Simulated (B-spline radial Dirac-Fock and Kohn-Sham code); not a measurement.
## X-ray lines that fill the L3 vacancy in Rb⁴⁺

System: the Rb⁴⁺ ion, 1s2 2s2 2p6 3s2 3p6 3d10 4s2 4p3.

Method: one-electron (LDA, Dirac) transition rates at Dirac-Fock energies. Computed with an atomic code on a B-spline grid.

```csv
line,multipole,energy (eV),width (meV),share (%)
Lℓ,E1,1481.2,1.06,3.52
Lα2,E1,1695.8,2.91,9.69
Lα1,E1,1697.3,25.9,86.2
Lβ6,E1,1782.7,0.183,0.608
```

The listed lines hold 100.0 % of the radiative rate. The radiative width is 0.0300 eV in the length form and 0.0307 eV in the velocity form; the two differ because the transition energies are not eigenvalue differences of the potential that gave the orbitals.
